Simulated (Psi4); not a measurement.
H4AlClSi, singlet, geometry from GFN2-xTB (such geometries of metal compounds can be far from the true shape); CAM-B3LYP/pcseg-1 (Psi4).

The Psi4 input:
```
memory 2 GB

molecule {
0 1
  Al   -0.47615046   -0.51840736    0.07675806
  Cl    1.17009849   -1.21697860    1.03021898
  H    -1.64783597   -1.55140011    0.13725252
  Si   -0.70401589    1.61029714   -1.04796356
  H    -1.56219610    2.60295777   -0.36892005
  H    -1.24289085    1.54530159   -2.42101393
  H     0.60742708    2.28691287   -1.18740616
}

set basis pcseg-1

energy('cam-b3lyp')
print_variables()
```

Task: Write the output that Psi4 gives for this input, abridged.

Result: 
```
   => Loading Basis Set <=

    Name: PCSEG-1
    Role: ORBITAL
    Keyword: BASIS

         ---------------------------------------------------------
                                   SCF
               by Justin Turney, Rob Parrish, Andy Simmonett
                          and Daniel G. A. Smith
                              RKS Reference
         ---------------------------------------------------------

  ==> Geometry <==

    Molecular point group: c1
    Full point group: C1

    Geometry (in Angstrom), charge = 0, multiplicity = 1:

       Center              X                  Y                   Z               Mass
    ------------   -----------------  -----------------  -----------------  -----------------
         AL          -0.524021980854    -0.448476350922     0.024525593754    26.981538530000
         CL           1.122226969146    -1.147047590922     0.977986513754    34.968852682000
         H           -1.695707490854    -1.481469100922     0.085020053754     1.007825032230
         SI          -0.751887410854     1.680228149078    -1.100196026246    27.976926534650
         H           -1.610067620854     2.672888779078    -0.421152516246     1.007825032230
         H           -1.290762370854     1.615232599078    -2.473246396246     1.007825032230
         H            0.559555559146     2.356843879078    -1.239638626246     1.007825032230

  Running in c1 symmetry.

  Rotational constants: A =      0.57549  B =      0.06209  C =      0.05708 [cm^-1]
  Rotational constants: A =  17252.85021  B =   1861.43821  C =   1711.29600 [MHz]
  Nuclear repulsion =  166.818801832230662

  Charge       = 0
  Multiplicity = 1
  Electrons    = 48
  Nalpha       = 24
  Nbeta        = 24

  ==> Algorithm <==

  SCF Algorithm Type is DF.
  DIIS enabled.
  MOM disabled.
  Fractional occupation disabled.
  Guess Type is SAD.
  Energy threshold   = 1.00e-06
  Density threshold  = 1.00e-06
  Integral threshold = 1.00e-12

  ==> Primary Basis <==

  Basis Set: PCSEG-1
    Blend: PCSEG-1
    Number of shells: 36
    Number of basis functions: 74
    Number of Cartesian functions: 77
    Spherical Harmonics?: true
    Max angular momentum: 2

  ==> DFT Potential <==

   => LibXC <=

    Version 7.1.2
    S. Lehtola, C. Steigemann, M. J. T. Oliveira, and M. A. L. Marques,  SoftwareX 7, 1–5 (2018) (10.1016/j.softx.2017.11.002)

   => Composite Functional: CAM-B3LYP <=

    CAM-B3LYP Hyb-GGA Exchange-Correlation Functional

    T. Yanai, D. P. Tew, and N. C. Handy,  Chem. Phys. Lett. 393, 51 (2004) (10.1016/j.cplett.2004.06.011)

    Deriv               =              1
    GGA                 =           TRUE
    Meta                =          FALSE

    Exchange Hybrid     =           TRUE
    MP2 Hybrid          =          FALSE

   => Exchange Functionals <=

    0.3500         Becke 88 [omega = 0.3300]
    0.4600   Short-range recipe for B88 functional - erf [omega = 0.3300]

   => Exact (HF) Exchange <=

    0.4600            HF,LR [omega = 0.3300]
    0.1900               HF

   => Correlation Functionals <=

    0.1900   Vosko, Wilk & Nusair (VWN5)
    0.8100   Lee, Yang & Parr

   => LibXC Density Thresholds  <==

    XC_HYB_GGA_XC_CAM_B3LYP:  1.00E-14

   => Molecular Quadrature <=

    Radial Scheme          =       TREUTLER
    Pruning Scheme         =           NONE
    Nuclear Scheme         =       TREUTLER

    Blocking Scheme        =         OCTREE
    BS radius alpha        =              1
    Pruning alpha          =              1
    Radial Points          =             75
    Spherical Points       =            302
    Total Points           =         152392
    Total Blocks           =           1207
    Max Points             =            256
    Max Functions          =             72
    Weights Tolerance      =       1.00E-15

   => Loading Basis Set <=

    Name: (PCSEG-1 AUX)
    Role: JKFIT
    Keyword: DF_BASIS_SCF

  ==> Integral Setup <==

  SCF_SUBTYPE=INCORE selected. In-core MEM_DF algorithm will be used.
  Using in-core AOs.

  ==> MemDFJK: Density-Fitted J/K Matrices <==

    J tasked:                   Yes
    K tasked:                   Yes
    wK tasked:                  Yes
    Omega:                3.300E-01
    Algorithm:                 Core
    Schwarz Cutoff:           1E-12
    Mask sparsity (%):       5.0402
    Fitting Condition:        1E-10

   => Auxiliary Basis Set <=

  Basis Set: (PCSEG-1 AUX)
    Blend: DEF2-UNIVERSAL-JKFIT
    Number of shells: 138
    Number of basis functions: 456
    Number of Cartesian functions: 545
    Spherical Harmonics?: true
    Max angular momentum: 4

  Minimum eigenvalue in the overlap matrix is 9.2778394560E-03.
  Reciprocal condition number of the overlap matrix is 2.0089590856E-03.
    Using symmetric orthogonalization.

  ==> Pre-Iterations <==

  SCF Guess: Superposition of Atomic Densities via on-the-fly atomic UHF (no occupation information).

   -------------------------
    Irrep   Nso     Nmo
   -------------------------
     A         74      74
   -------------------------
    Total      74      74
   -------------------------

  ==> Iterations <==

                           Total Energy        Delta E     RMS |[F,P]|

   @DF-RKS iter SAD:  -994.03600066719628   -9.94036e+02   0.00000e+00
   @DF-RKS iter   1:  -994.51211954497956   -4.76119e-01   3.28084e-03 ADIIS/DIIS
   @DF-RKS iter   2:  -994.54577555422736   -3.36560e-02   1.90644e-03 ADIIS/DIIS
   @DF-RKS iter   3:  -994.55770335569343   -1.19278e-02   2.61857e-04 ADIIS/DIIS
   @DF-RKS iter   4:  -994.55797696305535   -2.73607e-04   7.65409e-05 DIIS
   @DF-RKS iter   5:  -994.55801121768695   -3.42546e-05   1.41475e-05 DIIS
   @DF-RKS iter   6:  -994.55801267655977   -1.45887e-06   2.61582e-06 DIIS
   @DF-RKS iter   7:  -994.55801271638916   -3.98294e-08   6.42656e-07 DIIS
  Energy and wave function converged.

  ==> Post-Iterations <==

   Electrons on quadrature grid:
      Ntotal   =   48.0000036940 ; deviation = 3.694e-06

    Orbital Energies [Eh]
    ---------------------

    Doubly Occupied:

       1A   -101.570001     2A    -66.167487     3A    -56.130577
       4A     -9.515514     5A     -7.280567     6A     -7.277429
       7A     -7.276013     8A     -5.347627     9A     -4.246573
      10A     -3.709403    11A     -3.709289    12A     -3.708709
      13A     -2.806185    14A     -2.801186    15A     -2.797810
      16A     -0.904496    17A     -0.623193    18A     -0.508076
      19A     -0.428149    20A     -0.417317    21A     -0.410439
      22A     -0.408419    23A     -0.406092    24A     -0.339632

    Virtual:

      25A     -0.039998    26A      0.016847    27A      0.044244
      28A      0.086456    29A      0.090383    30A      0.100025
      31A      0.111434    32A      0.161514    33A      0.177112
      34A      0.200091    35A      0.214127    36A      0.227032
      37A      0.232333    38A      0.271835    39A      0.373317
      40A      0.426319    41A      0.451770    42A      0.476929
      43A      0.499433    44A      0.522082    45A      0.539600
      46A      0.550900    47A      0.574477    48A      0.575973
      49A      0.634467    50A      0.660389    51A      0.694821
      52A      0.701517    53A      0.735667    54A      0.796895
      55A      0.804230    56A      0.881915    57A      0.950561
      58A      0.953704    59A      1.036099    60A      1.038917
      61A      1.078732    62A      1.310525    63A      1.846206
      64A      1.916618    65A      1.918450    66A      1.987592
      67A      2.015402    68A      2.085893    69A      2.099986
      70A      2.103243    71A      2.381009    72A      2.466196
      73A      2.633582    74A      2.636937

    Final Occupation by Irrep:
              A
    DOCC [    24 ]
    NA   [    24 ]
    NB   [    24 ]

  @DF-RKS Final Energy:  -994.55801271638916

   => Energetics <=

    Nuclear Repulsion Energy =            166.8188018322306618
    One-Electron Energy =               -1708.7341979497919056
    Two-Electron Energy =                 600.0841285509462750
    DFT Exchange-Correlation Energy =     -52.7267451497743309
    Empirical Dispersion Energy =           0.0000000000000000
    VV10 Nonlocal Energy =                  0.0000000000000000
    Total Energy =                       -994.5580127163891575

Computation Completed

Properties will be evaluated at   0.000000,   0.000000,   0.000000 [a0]

Properties computed using the SCF density matrix

 Multipole Moments:

 ------------------------------------------------------------------------------------
     Multipole            Electronic (a.u.)      Nuclear  (a.u.)        Total (a.u.)
 ------------------------------------------------------------------------------------

 L = 1.  Multiply by 2.5417464519 to convert [e a0] to [Debye]
 Dipole X            :          4.0002769           -4.3422750           -0.3419980
 Dipole Y            :         -6.1761547            6.3432222            0.1670675
 Dipole Z            :          4.5440800           -4.7378427           -0.1937627
 Magnitude           :                                                    0.4271044

 ------------------------------------------------------------------------------------

  Variable Map:
  ----------------------------------------------------------------------------
  "CURRENT ENERGY"              =>    -994.558012716389
  "CURRENT REFERENCE ENERGY"    =>    -994.558012716389
  "DD SOLVATION ENERGY"         =>       0.000000000000
  "DFT FUNCTIONAL TOTAL ENERGY" =>    -994.558012716389
  "DFT TOTAL ENERGY"            =>    -994.558012716389
  "DFT VV10 ENERGY"             =>       0.000000000000
  "DFT XC ENERGY"               =>     -52.726745149774
  "GRID ELECTRONS ALPHA"        =>      24.000001847010
  "GRID ELECTRONS BETA"         =>      24.000001847010
  "GRID ELECTRONS TOTAL"        =>      48.000003694020
  "NUCLEAR REPULSION ENERGY"    =>     166.818801832231
  "ONE-ELECTRON ENERGY"         =>   -1708.734197949792
  "PCM POLARIZATION ENERGY"     =>       0.000000000000
  "PE ENERGY"                   =>       0.000000000000
  "SCF ITERATION ENERGY"        =>    -994.558012716389
  "SCF ITERATIONS"              =>       7.000000000000
  "SCF TOTAL ENERGY"            =>    -994.558012716389
  "TWO-ELECTRON ENERGY"         =>     600.084128550946
  "XC GRID RADIAL POINTS"       =>      75.000000000000
  "XC GRID SPHERICAL POINTS"    =>     302.000000000000
  "XC GRID TOTAL POINTS"        =>  152392.000000000000

  Array Variable Map:
  ----------------------------------------------------------------------------
  "CURRENT DIPOLE"              =>      -0.341998011922 ... -0.193762729441 1 by 3
  "SCF DIPOLE"                  =>      -0.341998011922 ... -0.193762729441 1 by 3
  "SCF TOTAL ENERGIES"          =>    -994.036000667196 ... -994.558012716389 1 by 8
```
